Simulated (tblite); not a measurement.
Compound: C5H14OSi2.
Atom-mapped SMILES: `[CH3:1][CH2:2]/[C:3](=[CH:4]\[SiH3:5])[Si@@H:6]([CH3:7])[OH:8]` (hydrogens: H9, H10, H11 on C1; H12, H13 on C2; H14 on C4; H15, H16, H17 on Si5; H18 on Si6; H19, H20, H21 on C7; H22 on O8)

Computed with GFN2-xTB (tblite), gas phase: L-BFGS steps from a force-field or distance-geometry start until the largest atomic force falls under 0.01 eV/Å.

Step 20: E = -690.5353 eV
```
atom  x, y, z in Å  |  force x, y, z in eV/Å
C1     -1.1685   -2.0488   -0.3366   -0.007   0.018   0.004
C2     -1.2232   -0.8152    0.5650    0.042   0.035  -0.023
C3     -0.1706    0.1800    0.1672    0.004   0.038  -0.053
C4     -0.4542    1.2397   -0.5974    0.021  -0.022   0.001
Si5    -2.1083    1.7642   -1.3307    0.063  -0.031   0.039
Si6     1.6083   -0.1004    0.7886    0.002   0.016  -0.048
C7      2.7931   -0.3103   -0.6910   -0.005   0.006   0.008
O8      2.0454    1.1690    1.7233    0.007  -0.002  -0.004
H9     -1.8962   -2.7910   -0.0139   -0.003   0.024  -0.007
H10    -0.1794   -2.5018   -0.3052    0.002   0.037   0.011
H11    -1.3894   -1.7698   -1.3650    0.023  -0.007   0.014
H12    -1.0477   -1.1251    1.5992   -0.052   0.028  -0.038
H13    -2.2149   -0.3585    0.4968    0.034  -0.045   0.006
H14     0.3726    1.8973   -0.8610   -0.026  -0.049   0.029
H15    -3.0496    2.1671   -0.2821   -0.015   0.007   0.036
H16    -1.8377    2.9138   -2.2003   -0.024   0.005  -0.006
H17    -2.7150    0.6960   -2.1273   -0.010  -0.035  -0.022
H18     1.7117   -1.1933    1.7505   -0.009  -0.032  -0.020
H19     2.5222   -1.1547   -1.3192   -0.010   0.029   0.052
H20     3.8125   -0.4712   -0.3474   -0.061   0.016  -0.002
H21     2.8010    0.5740   -1.3257   -0.013  -0.033   0.031
H22     1.7772    2.0582    1.5079    0.037  -0.004  -0.009
```

Step 21: E = -690.5365 eV
```
atom  x, y, z in Å  |  force x, y, z in eV/Å
C1     -1.1676   -2.0462   -0.3373   -0.003   0.006   0.003
C2     -1.2246   -0.8126    0.5633    0.030   0.026  -0.014
C3     -0.1694    0.1804    0.1676   -0.031   0.040  -0.045
C4     -0.4559    1.2394   -0.5966    0.037  -0.022  -0.022
Si5    -2.1114    1.7625   -1.3308    0.087  -0.040   0.054
Si6     1.6098   -0.1010    0.7898   -0.035   0.033  -0.044
C7      2.7918   -0.3105   -0.6892    0.012   0.005  -0.007
O8      2.0494    1.1679    1.7235    0.005   0.001   0.004
H9     -1.8944   -2.7894   -0.0152   -0.011   0.023  -0.011
H10    -0.1786   -2.4981   -0.3037    0.018   0.029   0.006
H11    -1.3868   -1.7672   -1.3661    0.022  -0.012   0.016
H12    -1.0564   -1.1211    1.5989   -0.039   0.022  -0.031
H13    -2.2165   -0.3574    0.4887    0.038  -0.028   0.012
H14     0.3716    1.8939   -0.8647   -0.023  -0.027   0.029
H15    -3.0491    2.1634   -0.2772   -0.013   0.007   0.018
H16    -1.8382    2.9136   -2.1993   -0.035  -0.012   0.002
H17    -2.7161    0.6904   -2.1258   -0.006  -0.012  -0.015
H18     1.7155   -1.1955    1.7485   -0.013  -0.040  -0.004
H19     2.5216   -1.1555   -1.3160   -0.014   0.022   0.038
H20     3.8116   -0.4698   -0.3475   -0.044   0.012   0.007
H21     2.7986    0.5737   -1.3233   -0.016  -0.025   0.014
H22     1.7848    2.0582    1.5081    0.035  -0.009  -0.010
```

Step 22: E = -690.5374 eV
```
atom  x, y, z in Å  |  force x, y, z in eV/Å
C1     -1.1669   -2.0439   -0.3377    0.007  -0.005   0.001
C2     -1.2252   -0.8101    0.5616    0.008   0.007  -0.006
C3     -0.1686    0.1812    0.1675   -0.041   0.020  -0.021
C4     -0.4568    1.2390   -0.5967    0.038  -0.016  -0.039
Si5    -2.1126    1.7605   -1.3301    0.064  -0.036   0.047
Si6     1.6104   -0.1011    0.7902   -0.054   0.030  -0.017
C7      2.7907   -0.3105   -0.6877    0.013   0.005  -0.012
O8      2.0528    1.1670    1.7237    0.002  -0.004   0.008
H9     -1.8932   -2.7877   -0.0165   -0.016   0.022  -0.010
H10    -0.1777   -2.4945   -0.3023    0.030   0.019   0.004
H11    -1.3843   -1.7653   -1.3667    0.019  -0.012   0.008
H12    -1.0643   -1.1173    1.5981   -0.018   0.015  -0.016
H13    -2.2171   -0.3570    0.4823    0.026  -0.003   0.010
H14     0.3704    1.8909   -0.8673    0.001   0.005   0.021
H15    -3.0487    2.1604   -0.2729   -0.002   0.001  -0.003
H16    -1.8394    2.9131   -2.1984   -0.043  -0.030   0.013
H17    -2.7169    0.6858   -2.1246    0.004   0.013  -0.001
H18     1.7182   -1.1980    1.7464   -0.019  -0.032  -0.003
H19     2.5207   -1.1558   -1.3127   -0.019   0.004   0.017
H20     3.8102   -0.4685   -0.3473   -0.016   0.006   0.019
H21     2.7962    0.5731   -1.3211   -0.016  -0.005  -0.009
H22     1.7917    2.0581    1.5081    0.033  -0.006  -0.011
```

Step 23: E = -690.5380 eV
```
atom  x, y, z in Å  |  force x, y, z in eV/Å
C1     -1.1661   -2.0424   -0.3379    0.017  -0.010  -0.001
C2     -1.2255   -0.8083    0.5602   -0.011  -0.009  -0.002
C3     -0.1687    0.1820    0.1672   -0.027  -0.005   0.004
C4     -0.4567    1.2385   -0.5976    0.031  -0.008  -0.043
Si5    -2.1122    1.7585   -1.3287    0.020  -0.024   0.025
Si6     1.6099   -0.1007    0.7902   -0.047   0.012   0.010
C7      2.7900   -0.3104   -0.6867   -0.001   0.006  -0.006
O8      2.0551    1.1662    1.7240   -0.003  -0.008   0.008
H9     -1.8927   -2.7862   -0.0176   -0.016   0.018  -0.007
H10    -0.1766   -2.4918   -0.3014    0.032   0.010   0.005
H11    -1.3823   -1.7642   -1.3670    0.017  -0.009  -0.002
H12    -1.0700   -1.1145    1.5973    0.003   0.009   0.001
H13    -2.2171   -0.3569    0.4784    0.005   0.017   0.003
H14     0.3696    1.8892   -0.8687    0.028   0.031   0.011
H15    -3.0485    2.1584   -0.2702    0.009  -0.004  -0.016
H16    -1.8410    2.9122   -2.1976   -0.046  -0.041   0.020
H17    -2.7173    0.6830   -2.1238    0.012   0.028   0.010
H18     1.7196   -1.2001    1.7448   -0.025  -0.014  -0.013
H19     2.5197   -1.1560   -1.3102   -0.021  -0.010   0.001
H20     3.8090   -0.4675   -0.3468    0.005   0.003   0.026
H21     2.7943    0.5726   -1.3199   -0.013   0.010  -0.026
H22     1.7969    2.0580    1.5078    0.032  -0.004  -0.010
```

**Question.** Estimate the geometry and energy of step 24. (The exact step hangs on the optimiser's Hessian estimate; all steps are aligned on step 23, rigid shifts and turns removed.)

**Answer.** E = -690.5386 eV, largest force 0.067 eV/Å
```
atom  x, y, z in Å  |  force x, y, z in eV/Å
C1     -1.1652   -2.0414   -0.3381    0.022  -0.010  -0.001
C2     -1.2259   -0.8070    0.5591   -0.025  -0.017   0.001
C3     -0.1692    0.1827    0.1669   -0.003  -0.022   0.023
C4     -0.4559    1.2378   -0.5992    0.022   0.000  -0.037
Si5    -2.1114    1.7562   -1.3269   -0.023  -0.008   0.001
Si6     1.6086   -0.1001    0.7903   -0.024  -0.009   0.028
C7      2.7894   -0.3101   -0.6861   -0.017   0.007   0.004
O8      2.0570    1.1654    1.7245   -0.009  -0.013   0.008
H9     -1.8926   -2.7846   -0.0187   -0.010   0.012  -0.004
H10    -0.1750   -2.4893   -0.3005    0.027   0.002   0.007
H11    -1.3801   -1.7635   -1.3672    0.016  -0.007  -0.011
H12    -1.0750   -1.1120    1.5966    0.020   0.002   0.014
H13    -2.2170   -0.3564    0.4750   -0.017   0.031  -0.004
H14     0.3696    1.8884   -0.8698    0.049   0.045   0.002
H15    -3.0482    2.1566   -0.2682    0.018  -0.009  -0.022
H16    -1.8433    2.9105   -2.1964   -0.044  -0.043   0.023
H17    -2.7175    0.6812   -2.1229    0.016   0.033   0.017
H18     1.7203   -1.2022    1.7433   -0.032   0.003  -0.022
H19     2.5186   -1.1563   -1.3081   -0.019  -0.016  -0.008
H20     3.8080   -0.4666   -0.3459    0.014   0.002   0.027
H21     2.7925    0.5723   -1.3194   -0.009   0.016  -0.035
H22     1.8020    2.0578    1.5074    0.031   0.001  -0.010
```

The energy changes by -0.0006 eV. The first-order estimate −F·Δx gives -0.0008 eV and the mean of the old and new forces, exact on a quadratic surface, -0.0006 eV. The step makes an angle of 65° with the force vector and moves no atom by more than 0.006 Å.

What follows is the cost of the whole relaxation. Time: 2.1 s. Hardware: one thread of an Intel Xeon 6975P-C, on a shared host.
